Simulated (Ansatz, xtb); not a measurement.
**Relative energy of two isomers of C4H6F2O2Si**

We compare a, `CO[Si@]1(F)COC=C1F`, a singlet, with b, `O=C(O)[Si@H](F)C/C=C\F`, a singlet. Both are isolated molecules in the gas phase, relaxed with PBE0-D3(BJ)/def2-SVP; each stands in its lowest conformer found.

a (Å):

```csv
atom,x (Å),y (Å),z (Å)
C,-0.1572,-2.7816,-1.4668
C,1.8360,0.2488,0.8194
C,-0.0196,0.4610,2.2067
C,-0.7435,-0.1001,1.2147
F,0.0532,0.4027,-1.5343
F,-2.0588,-0.3164,1.3476
O,0.6776,-1.9834,-0.6648
O,1.2985,0.6796,2.0774
Si,0.3963,-0.4387,-0.1855
H,-1.0775,-3.0683,-0.9289
H,-0.4419,-2.2646,-2.3987
H,0.3867,-3.6999,-1.7315
H,2.3333,1.1105,0.3473
H,2.6037,-0.5163,1.0164
H,-0.4243,0.7785,3.1725
```

b (Å):

```yaml
atoms:
  - { symbol: C, position_ang: [3.7017, 0.2406, 0.7315] }
  - { symbol: C, position_ang: [0.9826, -0.7305, -0.2248] }
  - { symbol: C, position_ang: [-0.3764, -1.2305, 0.1351] }
  - { symbol: C, position_ang: [-1.5157, -0.6363, -0.2118] }
  - { symbol: F, position_ang: [1.8210, -0.9713, 2.4838] }
  - { symbol: F, position_ang: [-1.5383, 0.4714, -0.9551] }
  - { symbol: O, position_ang: [4.2400, -0.5553, 0.0032] }
  - { symbol: O, position_ang: [4.3403, 1.2909, 1.2584] }
  - { symbol: Si, position_ang: [1.8498, 0.0612, 1.2239] }
  - { symbol: H, position_ang: [5.2628, 1.2504, 0.9480] }
  - { symbol: H, position_ang: [1.2516, 1.3417, 1.6785] }
  - { symbol: H, position_ang: [0.9279, 0.0133, -1.0368] }
  - { symbol: H, position_ang: [1.6438, -1.5431, -0.5715] }
  - { symbol: H, position_ang: [-0.4599, -2.1265, 0.7557] }
  - { symbol: H, position_ang: [-2.5148, -0.9868, 0.0598] }
```

Q: Estimate which is lower in electronic energy at CCSD(T)/def2-SVP + ΔMP2/def2-TZVPP, and by roughly how much.

A: Not settled: CCSD(T)/def2-SVP + ΔMP2/def2-TZVPP gives E(b) − E(a) = +0.176 eV, but this leans on the basis-set step: CCSD(T) alone gives −0.106 eV.

Level by level:

```csv
level,geometry,E(b) − E(a) (eV),departure from the last row (eV),"job, with rough time for the two"
GFN2-xTB,GFN2-xTB,+1.026,+0.850,"optimisation, 0.18 s"
HF/STO-3G,GFN2-xTB,+1.364,+1.188,"single point, 0.28 s"
r2SCAN-D4/def2-SVP,GFN2-xTB,+0.092,−0.084,"single point, 1.5 s"
PBE0-D3(BJ)/def2-SVP,PBE0-D3(BJ)/def2-SVP,+0.101,−0.075,"optimisation, 45 s"
HF/def2-SVP,PBE0-D3(BJ)/def2-SVP,+0.043,−0.133,part of the CCSD(T) run
MP2/def2-SVP,PBE0-D3(BJ)/def2-SVP,−0.120,−0.296,part of the CCSD(T) run
CCSD(T)/def2-SVP,PBE0-D3(BJ)/def2-SVP,−0.106,−0.282,single point
CCSD(T)/def2-SVP + ΔMP2/def2-TZVPP,PBE0-D3(BJ)/def2-SVP,+0.176,,"single point, 47 s"
```

As drawn, b has 1 C=O, 1 C–C, 1 O–H, 1 Si–H in place of 2 C–O, 1 O–Si, 2 C–H. Structure a has a 5-membered ring, b no ring.

MP2/def2-SVP, CCSD(T)/def2-SVP put the two in the other order. The largest departure from CCSD(T)/def2-SVP + ΔMP2/def2-TZVPP is that of HF/STO-3G, 1.188 eV. The last row adds to CCSD(T) the change of the MP2 difference between the two basis sets, here +0.282 eV, a large step that makes the value less sure.

With thermal terms from frequencies at re-optimised GFN2-xTB minima (ideal gas, soft modes damped towards free rotors, one conformer each, 298.15 K, 1 atm): the zero-point term adds −0.117 eV; ΔH is +0.079 and ΔG +0.027 eV.

The correlated steps freeze 13 core orbitals. Programs: Ansatz 0.2.0, xtb 6.7.1; the last row on 4 threads of AMD EPYC 9R45 96-Core Processor (Zen 5) on a shared host.
